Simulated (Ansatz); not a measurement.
Species: sum formula HSO, net charge 0, doublet state. SMILES: [S]O
Geometry: optimised at B3LYP-D3(BJ)/def2-TZVP (Ansatz, an electronic-structure program).

PBE beside other levels, property by property. Correlated levels leave the core frozen unless marked. UHF or UKS for open shells. Spin-orbit coupling is left out. No relativistic terms. Basis-set limits of correlation are two-point, X^-3; Hartree-Fock from the larger set. Atomisation energies are electronic, to ground-state atoms; the column to compare with has the core term from cc-pwCVTZ added, other frozen-core levels have none. Vertical energies are electronic, to the SCF solution reached for that spin. The coupled-cluster column (Ansatz) is a level with limits of its own: CCSD(T)/CBS(def2-TZVPPD,def2-QZVPPD).

| property | r2SCAN/def2-TZVPD (Ansatz) | PBE0/def2-TZVPD (Ansatz) | wB97X-V/def2-TZVPD (Ansatz) | coupled cluster |
|---|---|---|---|---|
| vertical ionisation energy to the triplet (eV) | 9.52 | 9.63 | 9.73 | 9.73 |
| atomisation energy (kcal/mol) | 187.3 | 184.2 | 187.6 | 186.2 |

**Question.** What does PBE/def2-TZVPD (Ansatz) give for each property, and on which side of coupled cluster does it fall?

**Answer.** 
- vertical ionisation energy to the triplet: PBE lies 0.19 eV below coupled cluster; PBE gives 9.54 eV.
- atomisation energy: PBE lies 10.3 kcal/mol above coupled cluster; PBE gives 196.5 kcal/mol.
